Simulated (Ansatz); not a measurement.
CH₃BBr₂ (`CB(Br)Br`): the same geometry under several functionals.

```yaml
crystal:
  periodic: [false, false, false]
  atoms:
    - {symbol: C, position_ang: [-0.007905, 0.768307, 0.030484]}
    - {symbol: B, position_ang: [-0.010262, -0.779198, -0.057368]}
    - {symbol: Br, position_ang: [1.488247, -1.781451, 0.583225]}
    - {symbol: Br, position_ang: [-1.479795, -1.747805, -0.797650]}
    - {symbol: H, position_ang: [0.137390, 1.079668, 1.070346]}
    - {symbol: H, position_ang: [0.851682, 1.165753, -0.520037]}
    - {symbol: H, position_ang: [-0.918058, 1.226826, -0.354700]}
basis:
  gaussian: {orbitals: def2-TZVPP}
hamiltonian: {xc: {name: BHLYP}, dispersion: d4}
output: {orbitals: {seedname: orbitals}}
```

```sh
$ ansatz run in.yaml --threads 4 --pin off --events-out ev --progress --plain
```

Output, abridged:

```
Functional definition: BHLYP
1517 factors; their error is unknown
mean field evaluation 1: about -141851.0045 eV, gradient 4.0e1 eV
mean field evaluation 2: about -141852.0170 eV, gradient 3.2e1 eV
mean field evaluation 4: about -141854.4850 eV, gradient 2.0e0 eV
mean field evaluation 8: about -141854.4948 eV, gradient 7.2e-2 eV
mean field evaluation 16: about -141856.2789 eV, gradient 8.6e-5 eV
mean field -141856.27887358 eV, -5213.1220949649 hartree, gradient 1.3e-5 eV, S^2 0.000000; 0 other end points of the search recorded, 0 dependent functions left out
reference -141856.27904063 eV, -5213.1221011038 hartree; 42, 42 occupied and 158, 158 virtual orbitals, 1517 factors
Total energy: -141856.52355599 eV, -5213.1310868774 hartree
```

Run time 2.8 s (4 threads of a server CPU on a shared host); peak host memory 0.66 GiB.

Changing it to `hamiltonian: {xc: lda}` (abridged; 1 s):

```
Functional definition: SPW92
mean field evaluation 16: about -141646.1562 eV, gradient 3.9e-4 eV
mean field -141646.15621181 eV, -5205.4002295711 hartree, gradient 7.4e-5 eV, S^2 0.000000
Total energy: -141646.15624550 eV, -5205.4002308091 hartree
```

Changing it to `hamiltonian: {xc: {name: wB97X-V}}` (abridged; 6.5 s):

```
Functional definition: wB97X-V
mean field -141844.51940263 eV, -5212.6899423781 hartree, gradient 5.1e-5 eV, S^2 0.000000
Total energy: -141844.51940089 eV, -5212.6899423144 hartree
```

The same input with `hamiltonian: {xc: {name: PBE-QIDH}}` (abridged; 4.6 s):

```
Functional definition: PBE-QIDH
mean field evaluation 16: about -141813.9063 eV, gradient 5.3e-5 eV
mean field -141813.90630763 eV, -5211.5649318873 hartree, gradient 2.4e-6 eV, S^2 0.000000
20 core orbitals not correlated: weight in the atoms' cores, before any rotation towards them, 1.000 or more for the frozen orbitals, at most 0.000 for the correlated occupied ones
second order -25.12986977 eV of doubles, -0.00000000 eV of singles
Total energy: -141822.28294181 eV, -5211.8727675154 hartree
```

Changing it to `hamiltonian: {xc: {name: LC-wPBE}, dispersion: d4}` (abridged; 2.1 s):

```
WARN the engine holds no damping parameters fitted to this dispersion correction and functional, so the run takes those fitted to pbe0 (hamiltonian.dispersion, under Limitations)
Functional definition: LC-wPBE
mean field -141837.16107988 eV, -5212.4195290049 hartree, gradient 4.8e-5 eV, S^2 0.000000
Total energy: -141837.31155688 eV, -5212.4250589324 hartree
```

With the line `hamiltonian: {xc: {name: r2SCAN0}, dispersion: d4}` (abridged; 4.6 s):

```
Functional definition: r2SCAN0
mean field evaluation 16: about -141855.7271 eV, gradient 2.8e-4 eV
mean field -141855.72712532 eV, -5213.1018185901 hartree, gradient 9.3e-6 eV, S^2 0.000000
Total energy: -141855.77557376 eV, -5213.1035990375 hartree
```

LC-ωPBE has ω = 0.4 bohr⁻¹; the program lends it PBE0's D4 damping.
